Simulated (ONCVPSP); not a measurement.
**Transferability test, ONCV potential for Sc (Z = 21)**

scandium (Sc), optimised norm-conserving Vanderbilt (ONCV), made with ONCVPSP 4.0.1 (revPBE, fully relativistic). Core [Ne], reference 3s2 3p6 3d1 4s1 (charge +1). Waves: 3s+4s: rc 1.60 bohr, ncon 4, nbas 8, qcut 6.1 1/bohr, 2 projectors; 3p: rc 1.40 bohr, ncon 4, nbas 8, qcut 11.4 1/bohr, 2 projectors, debl 0.8 Ha; 3d: rc 2.10 bohr, ncon 4, nbas 9, qcut 6.7 1/bohr, 2 projectors, debl 3 Ha; f scattering state at 0.36 Ha: rc 2.20 bohr, ncon 4, nbas 7, qcut 5.6 1/bohr, 2 projectors, debl 2.1 Ha. Local part: polynomial inside 0.90 bohr (lpopt 5, dvloc0 4 Ha). Core correction: Teter function, fcfact 2.75, rcfact 1.5.

Open shells are filled in proportion to 2j + 1.

In the p channel the program set the typed energies aside and used -1.486, 0.250 Ha (j = l + 1/2; the other j can differ).

Energies are relative to the spin-unpolarised reference configuration 3s2 3p6 3d1 4s1; without spin polarisation the order of configurations can differ from experiment.

```json
{"valence configuration": "3s2 3p6 3d1 4s2", "charge": "0", "ΔE all-electron (eV)": "-6.834", "error AE − PS (meV)": "0.0"}
{"valence configuration": "3s2 3p6 3d1 4s0", "charge": "+2", "ΔE all-electron (eV)": "12.639", "error AE − PS (meV)": "-1.0"}
```

Question: What are ΔE and the potential's error for 3s2 3p6 3d0 4s0?

Answer: ΔE = 37.434 eV all-electron; the error (AE − PS) is +161 meV.

Question: What are ΔE and the potential's error for 3s2 3p6 3d1 4s1 4p1?

Answer: ΔE = -4.085 eV all-electron; the error (AE − PS) is 0.0 meV.

Levels in the configuration 3s2 3p6 3d0 4s0:

```json
{"level": "3s j=1/2", "all-electron (eV)": "-86.445", "pseudo (eV)": "-86.114"}
{"level": "3p j=3/2", "all-electron (eV)": "-64.394", "pseudo (eV)": "-64.086"}
{"level": "3p j=1/2", "all-electron (eV)": "-64.935", "pseudo (eV)": "-64.623"}
```
